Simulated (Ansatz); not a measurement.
Basis-set extrapolation for CH7AlBFOSi (PBE0-D4/def2-TZVP geometry, frozen core, Ansatz 0.2.0). Multiplicity 1, RHF reference.

```csv
,def2-TZVPP,def2-QZVPP
HF,-771.905834,-771.933052
MP2 correlation,-0.960187,-1.036330
CCSD(T) correlation,-1.051353,not run
```

Energies in hartree. Use E(X) = E(∞) + A·exp(−7.88·√X) for Hartree–Fock and E(X) = E(∞) + B·X^(−2.97) for correlation, with X = 3 and 4, and add CCSD(T) minus MP2 of the smaller set to the MP2 limit.

Problem. What is the CCSD(T) energy at the basis-set limit?

Solution. HF limit: -771.933052 + (-0.027218) × 0.13774 = -771.93680. MP2 limit: -1.036330 + (-0.076143) × 0.74074 = -1.09273. Higher-order term: -1.051353 − (-0.960187) = -0.09117. Total: -773.12070 hartree, 4.45 eV below CCSD(T)/def2-TZVPP.
